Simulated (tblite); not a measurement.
Species: C3H6F2OSi.
Structure used (GFN2-xTB), in Å, numbered top down from 1:
```xyz
13
C3H6F2OSi angstrom
F     -2.0793    0.2926    1.2970
C     -1.5064   -0.1333    0.1403
F     -2.2070   -1.2426   -0.2274
C     -0.0498   -0.4364    0.3418
C      0.7350   -0.6198   -0.9598
O      1.6270    0.4985   -0.8768
Si     1.1154    1.0716    0.5878
H     -1.6965    0.6355   -0.6242
H      0.0408   -1.2772    1.0267
H      0.1286   -0.5347   -1.8633
H      1.3146   -1.5417   -1.0008
H      2.0988    0.9137    1.6475
H      0.4743    2.3742    0.4935
```

All values are computed: GFN2-xTB (tblite) harmonic vibrations without scaling, gas phase. Against measured fundamentals such values can be off by several per cent, at times by over 20. Modes of hydrogen on silicon can be 10 to 20 % off. One conformer, not necessarily the lowest.

Harmonic wavenumbers (cm⁻¹): 56.9, 106.8, 145.9, 281.6, 357.9, 406.1, 459.6, 515.1, 559.1, 582.2, 657.0, 752.4, 775.5, 860.6, 898.8, 989.8, 1004.9, 1046.8, 1062.6, 1113.4, 1128.7, 1169.6, 1230.8, 1274.8, 1280.2, 1335.7, 1483.6, 2337.8, 2352.7, 2891.6, 2967.4, 2989.5, 3005.7.

A = 4122, B = 1493, C = 1172 MHz; mass 124.016 u (most abundant isotopes); point group C1, symmetry number 1.

Zero-point energy?

Half the sum of the wavenumbers: 19041 cm⁻¹ = 227.78 kJ/mol.

Give the ideal-gas entropy at 298.15 K and 1 bar in the rigid-rotor, harmonic-oscillator model (classical rotation).

Translation 168.97, rotation 117.95, vibration 76.91: S = 363.8 J/(mol K).

And Cp and H(298.15 K) − H(0)?

Cp = 123.49 J/(mol K), of which vibrations give 90.24 (their classical limit is 33 R = 274.4); H(298.15 K) − H(0) = 22.51 kJ/mol without the zero-point energy, 12.59 from vibrations.

Blend soft modes into free rotors: weight 1/[1 + (100 cm⁻¹/ν̃)⁴] for the oscillator and the rest for a rotor with moment μB/(μ + B), μ = h/(8π²ν), B = 10⁻⁴⁴ kg m². What vibrational entropy results?

71.46 J/(mol K) in place of 76.91, which changes −T·S at 298.15 K by +1.62 kJ/mol.

Which modes carry the vibrational entropy at 298.15 K?

56.9 cm⁻¹: 19.09; 106.8 cm⁻¹: 13.92; 145.9 cm⁻¹: 11.40; 281.6 cm⁻¹: 6.38; 357.9 cm⁻¹: 4.73; 406.1 cm⁻¹: 3.94 J/(mol K); the other 27 give 17.46 together.

Hindered rotation and anharmonicity are outside this model. Other conformers, if any are populated, would add a mixing term that is left out. The structure is chiral; the term R ln 2 for an equal mix with its mirror image is left out.
